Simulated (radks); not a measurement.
Problem. Isoelectronic series with 4 electrons, each ion in its NIST ground configuration. Calculated with a radial shooting solver on a logarithmic mesh with Libxc functionals: Dirac Kohn-Sham, PBEsol, spin-unpolarised, spherical densities, finite nucleus; Fermi nuclear charge, rms radius of each element as measured or else 0.836 A^(1/3) + 0.57 fm. Total energies (hartree) and mean radii <r> (bohr) (* marks an orbital that is empty in some or all of the ions):

ion,configuration,E (hartree),2p1/2*,2s1/2,1s1/2
Cd44+,[He] 2s2,-2898.52661,0.1031,0.1234,0.03026
In45+,[He] 2s2,-3026.70503,0.1006,0.1205,0.02958
Sn46+,[He] 2s2,-3157.96630,0.09829,0.1178,0.02893
Sb47+,[He] 2s2,-3292.34138,0.09604,0.1152,0.02830
Te48+,[He] 2s2,-3429.85706,0.09387,0.1126,0.02769
I49+,[He] 2s2,-3570.55133,0.09178,0.1102,0.02711
Xe50+,[He] 2s2,-3714.44962,0.08976,0.1078,0.02654
Cs51+,[He] 2s2,-3861.5894,0.08782,0.1056,0.02600
Ba52+,[He] 2s2,-4012.0018,0.08594,0.1034,0.02547
La53+,[He] 2s2,-4165.7261,0.08412,0.1013,0.02496
Ce54+,[He] 2s2,-4322.7968,0.08237,0.09924,0.02447
Pr55+,[He] 2s2,-4483.2542,0.08067,0.09726,0.02400
Nd56+,[He] 2s2,-4647.1358,0.07903,0.09535,0.02353
Pm57+,[He] 2s2,-4814.4775,0.07743,0.09349,0.02309
Sm58+,[He] 2s2,-4985.3104,0.07589,0.09169,0.02265
Gd60+,[He] 2s2,-5337.7126,0.07293,0.08825,0.02182
Tb61+,[He] 2s2,-5519.4001,0.07152,0.08661,0.02142

Estimate the row of Eu59+ ([He] 2s2).

Solution. E (hartree) -5159.7147; 2p1/2* 0.07439; 2s1/2 0.08995; 1s1/2 0.02223.
